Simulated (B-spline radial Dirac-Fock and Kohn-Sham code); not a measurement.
## Te²⁺ 4s: cross section and angular parameters

System: tellurium as Te²⁺, [Kr] 4d10 5s2 5p2; threshold 194.6 eV (orbital energy of the model). The computed values come from an atomic code on a B-spline grid: Dirac-Hartree-Slater photoionisation with a Latter tail; cross sections with all multipoles, angular parameters from the dipole term and its interference with E2.

For linearly polarised light dσ/dΩ = σ/(4π) [1 + β P₂(cos θ) + (δ + γ cos²θ) sin θ cos φ], with θ from the polarisation vector and φ the angle between the beam and the projection of the electron momentum on the plane normal to the polarisation.

```csv
hν (eV),σ (kb),β,γ
213,154,1.944,0.216
282,128,1.963,0.341
369,97.3,1.972,0.376
432,80.7,1.976,0.378
600,52.2,1.981,0.345
657,45.7,1.982,0.328
1000,24.0,1.986,0.221
1160,18.8,1.986,0.172
1253.6,?,?,?
1310,15.3,1.987,0.131
1380,14.0,1.987,0.113
1486.9,12.3,1.988,0.088
1810,8.74,1.988,0.023
1890,8.10,1.989,0.009
2380,5.35,1.989,-0.054
4240,1.81,1.991,-0.094
5290,1.18,1.991,-0.039
5340,1.15,1.991,-0.036
5800,0.979,1.991,-0.001
6470,0.786,1.991,0.056
6840,0.702,1.991,0.090
6950,0.679,1.991,0.100
8047.8,0.502,1.991,0.210
13600,0.163,1.990,0.812
```

Q: Give the values at Mg Kα (1253.6 eV).

A: σ = 16.5 kb, β = 1.987, γ = 0.146. For an s subshell δ is negligible.
